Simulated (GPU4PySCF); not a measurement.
C22H12Se2, SMILES c1ccc2cc3c(cc2c1)[se]c1c2cc4ccccc4cc2[se]c31. The structure is a stationary point at PBE-D3(BJ)/def2-SVP.

Computed equilibrium geometry at PBE-D3(BJ)/def2-SVP (GPU4PySCF confirms it by a frequency run) as a Z-matrix, and its point group:
point group C2h.
```
C
C 1 1.3870
C 1 1.4393 2 116.88
C 3 1.3973 1 129.01 2 180.00
H 4 1.1015 3 119.93 1 0.00
C 4 1.4182 5 119.16 3 180.00
C 6 1.4291 4 121.94 5 0.00
C 7 1.3848 6 121.00 4 180.00
H 8 1.1004 7 120.05 6 180.00
H 7 1.1012 8 120.48 9 0.00
C 8 1.4236 9 119.67 7 180.00
C 11 1.3857 8 120.34 9 180.00
H 11 1.1005 12 120.00 8 180.00
H 12 1.1012 11 120.45 13 0.00
C 12 1.4272 14 118.61 11 180.00
C 15 1.4238 12 121.77 14 0.00
C 16 1.3857 15 119.83 12 180.00
H 16 1.1008 17 121.19 3 180.00
C 2 1.4393 1 116.88 3 180.00
C 19 1.3973 2 129.01 1 180.00
H 20 1.1015 19 119.93 2 0.00
C 20 1.4182 21 119.16 19 180.00
C 22 1.4291 20 121.94 21 0.00
C 23 1.3848 22 121.00 20 180.00
H 24 1.1004 23 120.05 22 180.00
H 23 1.1012 24 120.48 25 0.00
C 24 1.4236 25 119.67 23 180.00
C 27 1.3857 24 120.34 25 180.00
H 27 1.1005 28 120.00 24 180.00
H 28 1.1012 27 120.45 29 0.00
C 28 1.4272 30 118.61 27 180.00
C 31 1.4238 28 121.77 30 0.00
C 32 1.3857 31 119.83 28 180.00
H 32 1.1008 33 121.19 19 180.00
Se 2 1.8989 1 112.28 3 0.00
Se 1 1.8989 2 112.28 19 0.00
```
